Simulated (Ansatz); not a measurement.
Geometry optimisation, RKS PBE/STO-3G (Ansatz 0.2.0).

Input:

```yaml
crystal:
  periodic: [false, false, false]
  atoms:
    - { symbol: B, position_ang: [0.1049, -2.2067, 0.4115] }
    - { symbol: Si, position_ang: [0.1928, -0.2315, 0.3239] }
    - { symbol: "N", position_ang: [1.1682, 0.5116, 1.5945] }
    - { symbol: B, position_ang: [-1.3524, 0.74, -0.0354] }
    - { symbol: C, position_ang: [-0.6652, 1.0464, -1.4487] }
    - { symbol: "N", position_ang: [0.6219, 0.3879, -1.279] }
    - { symbol: H, position_ang: [0.2655, -2.7977, -0.5731] }
    - { symbol: H, position_ang: [-0.3476, -2.6619, 1.3579] }
    - { symbol: H, position_ang: [0.58852, 1.2456, 2.12673] }
    - { symbol: H, position_ang: [1.93995, 1.0953, 1.12646] }
    - { symbol: H, position_ang: [-2.4685, 0.9678, 0.5114] }
    - { symbol: H, position_ang: [-1.2101, 0.6301, -2.2697] }
    - { symbol: H, position_ang: [-0.588, 2.1777, -1.5818] }
    - { symbol: H, position_ang: [1.3403, 1.1068, -1.1246] }
basis:
  gaussian: { orbitals: STO-3G }
hamiltonian:
  xc: pbe
relax:
  f_tol: 0.015
  max_steps: 40
```

Launched with:

```bash
$ ansatz run input.yaml --threads 1 --pin off --max-ram 2048MiB --backend cpu --events-out ev --progress --plain --runs-dir out
```

Q: Where does it end, and by what steps?

A: The forces met the threshold. Limits of this set-up: minimal basis. After 24 steps the energy has fallen by 2.122 eV; H11 moved furthest, 1.48 Å. Joined: B4–N6 (2.36 → 1.60 Å).

```tsv
step	energy less start (eV)	largest force component (eV/Å)	accepted
0	0.0000	3.621	yes
1	-0.7401	1.370	yes
2	-0.8756	0.798	yes
3	-0.9425	0.256	yes
4	-0.9952	0.298	yes
5	-1.0333	1.157	yes
6	-1.0956	1.235	yes
7	-1.1948	1.192	yes
8	-1.3749	0.806	yes
9	-1.5270	0.438	yes
10	-1.6705	0.610	yes
11	-1.7306	1.193	yes
12	-1.8412	0.930	yes
13	-1.9375	0.447	yes
14	-1.9978	1.074	yes
15	-2.0116	1.647	yes
16	-2.0794	0.836	yes
17	-2.0589	0.555	no
18	-2.1180	0.109	yes
19	-2.0494	0.953	no
20	-2.1210	0.070	yes
21	-2.1101	0.262	no
22	-2.1221	0.030	yes
23	-2.1222	0.041	yes
24	-2.1223	0.014	yes
```

```xyz
14
Properties=species:S:1:pos:R:3
B 0.193 -2.052 0.173
Si 0.002 -0.189 0.627
N 0.950 0.309 2.009
B -1.155 1.169 -0.147
C -1.015 0.722 -1.651
N 0.264 0.959 -0.858
H 0.020 -2.432 -0.930
H 0.396 -2.862 1.007
H 0.916 1.332 2.241
H 1.959 0.016 2.028
H -1.597 2.151 0.312
H -1.126 -0.303 -2.056
H -1.166 1.492 -2.430
H 0.949 1.697 -1.184
```

Run time: 95 s on 1 thread of Arm Neoverse V1 (shared host), peak memory 0.15 GiB.
